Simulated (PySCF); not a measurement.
## Assigning NMR signals

Numbering as in the mapped SMILES `[CH3:1][C:2](=[O:3])[NH:4][B:5]1[O:6][BH:7][O:8][BH:9][O:10]1`. Hydrogens are named by the atom that carries them.

[PySCF: σ from GIAO-PBE0/pcSseg-1; PBE0-D3(BJ)/def2-SVP geometry; couplings computed with B3LYP/pcJ-1 (spin–dipole term only in couplings to heteroatoms); no solvent model; equivalent nuclei averaged; non-relativistic; a single conformation]

δ = σ(ref) − σ, references computed at the same level: TMS for ¹³C, ¹H.

**Question.** Assign these signals to the numbered atoms. ¹³C{¹H} NMR (computed): δ 171.8 (C), 26.2 (CH3).

**Answer.** 
| δ (ppm) | atoms | environment | reason |
| --- | --- | --- | --- |
| 171.8 | C2 | amide carbonyl carbon | it is a carbonyl in resonance with an O or N lone pair, the region of acids, esters and amides |
| 26.2 | C1 | methyl carbon α to a carbonyl | α to the electron-withdrawing carbonyl group |

**Question.** Assign these signals to the numbered atoms. ¹H NMR (400 MHz, computed): δ 5.17 (br s, 1H), 4.58 (br, 2H), 1.97 (s, 3H).

**Answer.** 
| δ (ppm) | atoms | environment | reason |
| --- | --- | --- | --- |
| 5.17 | H(N4) | hydrogen on an amide-type nitrogen | exchangeable; this is the value without hydrogen bonding to other molecules |
| 4.58 | H(B7)/H(B9) | hydrogen on a boron bonded to 2 O, in a 6-membered ring | – |
| 1.97 | H(C1) | hydrogen on a methyl carbon α to a carbonyl | α to C=O |

OH and NH positions are those of a molecule without intermolecular hydrogen bonds; in solution they move with solvent, concentration and temperature, and exchange usually removes their couplings. Hydrogens on boron are broadened and split by ¹¹B (spin 3/2, 80 %) and 10B (spin 3). Shifts are as computed. Against solution values, carbons near 30 ppm lie about +2 ppm off and those near 130 ppm about +5 ppm. Of 1313 compounds with measured shifts, 239 miss one by over three times the rms of a fit or turn the order of signals round; such compounds aren't used in these exercises. The C=O carbon of an acid or of an amide with N–H lies up to 10 ppm further downfield in solution, through hydrogen bonding that the calculation lacks.
